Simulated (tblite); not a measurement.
C₆H₈BrF.
Atom-mapped SMILES: `[CH2:1]=[C:2]([Br:3])/[C:4]([CH3:5])=[CH:6]/[CH2:7][F:8]` (hydrogens: H9, H10 on C1; H11, H12, H13 on C5; H14 on C6; H15, H16 on C7)

Computed with GFN2-xTB (tblite), gas phase: nudged elastic band of 9 images (0 to 8), spring 0.2 eV/Å², climbing image at the end, force threshold 0.05 eV/Å. No saddle search or frequency run followed, so the top image need not be a first-order saddle, and its height can exceed the method's true barrier by a kcal/mol or more.

Path: rotation about C2–C4 (fully substituted alkene carbon, fully substituted alkene carbon), followed by the dihedral Br3–C2–C4–C5, from 165° to -37°. Start geometry (image 0):
```
atom  x, y, z in Å
C1     -2.449    0.366    0.902
C2     -1.639   -0.158   -0.012
Br3    -2.446   -1.239   -1.381
C4     -0.189    0.007   -0.065
C5      0.370    1.122    0.776
C6      0.594   -0.799   -0.786
C7      2.083   -0.719   -0.847
F8      2.582   -1.731   -1.625
H9     -3.510    0.194    0.882
H10    -2.075    0.970    1.709
H11     0.380    0.836    1.827
H12    -0.238    2.018    0.671
H13     1.386    1.357    0.477
H14     0.177   -1.599   -1.381
H15     2.426    0.220   -1.301
H16     2.541   -0.834    0.144
```

The first guess turns that dihedral rigidly in even steps and adds one set of random displacements (0.04 Å standard deviation a coordinate) to every inner image. Energies of the images above image 0 (eV) in the early part of the optimisation:

| iteration | 1 | 2 | 3 | 4 | 5 | 6 | 7 | 8 |
| --- | --- | --- | --- | --- | --- | --- | --- | --- |
| 0 | 1.234 | 1.195 | 1.081 | 0.980 | 0.929 | 0.943 | 1.038 | 0.013 |
| 10 | 0.054 | 0.086 | 0.116 | 0.158 | 0.183 | 0.162 | 0.110 | 0.013 |
| 20 | 0.029 | 0.057 | 0.081 | 0.119 | 0.141 | 0.120 | 0.072 | 0.013 |
| 30 | 0.023 | 0.050 | 0.073 | 0.109 | 0.131 | 0.110 | 0.062 | 0.013 |

Problem. Where does the band end, and how far was the first guess from it?

Solution. Final energies, images 1 to 8: 0.015, 0.039, 0.056, 0.086, 0.105, 0.085, 0.042, 0.013 eV. The highest point drops from 1.23 eV (image 1) to 0.105 eV (image 5), by 1.13 eV. Image 5 moved by 0.07 Å rms, its dihedral from -97° to -96°. The end images are fixed. The true force on the top image ends at 0.043 eV/Å, and the largest on any image at 0.05 eV/Å; away from the top, the method drives only the force across the path to zero. The last saved iteration is 50.

The cost below is that of the whole band run. Time: 6.5 s of wall time; peak memory 0.19 GiB. Hardware: one thread, Arm Neoverse N1 (aarch64), no GPU (shared host).
